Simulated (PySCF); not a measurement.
H3NO3S, SMILES NS(=O)(=O)O.

The structure is a stationary point at r2SCAN-D4/def2-SVP. The values are those of a single conformer.

These are r2SCAN/def2-TZVP (PySCF) values and carry that method's errors.

The molecule is in vacuum.

```
Item                                                                                                            Result
---------------------------------------------------------------------------------------------  -----------------------
total energy                                                                                        -680.39895 hartree
point group                                                                                                         Cs
highest occupied level                                                                                        -7.64 eV
lowest empty level                                                                                            -0.09 eV
orbital gap                                                                                                    7.56 eV
dipole moment                                                                                                   3.46 D
quadrupole, principal values (traceless, Buckingham form, about the centre of nuclear charge)  -6.48, -4.34, 10.82 D·Å
mean static polarisability                                                                        37.2 bohr³ (5.51 Å³)
polarisability, principal values                                                                34.5, 37.5, 39.5 bohr³
```
